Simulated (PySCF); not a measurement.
## ¹⁵N chemical shifts

No relativistic terms, one conformer, no solvent, averaged over atoms made equivalent by symmetry, fast rotation or ring inversion. NMR shieldings at PBE0/pcSseg-1/GIAO; GFN2-xTB geometry; PySCF.

Shieldings were converted by a linear fit to measured shifts: ¹⁵N: δ = -148.07 − 0.921σ (rms 6.3 ppm, 71 shifts vs CH3NO2, solution or neat liquid). A few per cent of atoms miss by over 2 rms, more outside the fitted compound classes.

Give the ¹⁵N shifts of `N#C[Si@H]([SiH3])OCC(N)=O`, `N#C[C@H]1CCN([SiH2]P)C1`, `FC(F)(F)c1nc(Cl)c[nH]1`, `N#C[C@@H]1CC[C@@H]1N[SiH2]P`, `CN(C)c1ccpc(Cl)p1`.

Answers


```csv
compound,environment,δ (ppm)
[N:1]#[C:2][Si@H:3]([SiH3:4])[O:5][CH2:6][C:7]([NH2:8])=[O:9],N1: nitrile nitrogen,-71.6
[N:1]#[C:2][Si@H:3]([SiH3:4])[O:5][CH2:6][C:7]([NH2:8])=[O:9],N8: amide-type nitrogen,-294.5
[N:1]#[C:2][C@H:3]1[CH2:4][CH2:5][N:6]([SiH2:7][PH2:8])[CH2:9]1,N1: nitrile nitrogen,-120.8
[N:1]#[C:2][C@H:3]1[CH2:4][CH2:5][N:6]([SiH2:7][PH2:8])[CH2:9]1,"N6: nitrogen bonded to 2 C, Si, in a 5-membered ring",-347.9
[F:1][C:2]([F:3])([F:4])[c:5]1[n:6][c:7]([Cl:8])[cH:9][nH:10]1,N6: pyridine-type nitrogen of an azole,-107.4
[F:1][C:2]([F:3])([F:4])[c:5]1[n:6][c:7]([Cl:8])[cH:9][nH:10]1,N10: pyrrole-type ring nitrogen,-226.3
[N:1]#[C:2][C@@H:3]1[CH2:4][CH2:5][C@@H:6]1[NH:7][SiH2:8][PH2:9],N1: nitrile nitrogen,-111.5
[N:1]#[C:2][C@@H:3]1[CH2:4][CH2:5][C@@H:6]1[NH:7][SiH2:8][PH2:9],"N7: nitrogen bonded to C, Si, H",-354.4
CN(C)c1ccpc(Cl)p1,aniline-type nitrogen,-301.3
```
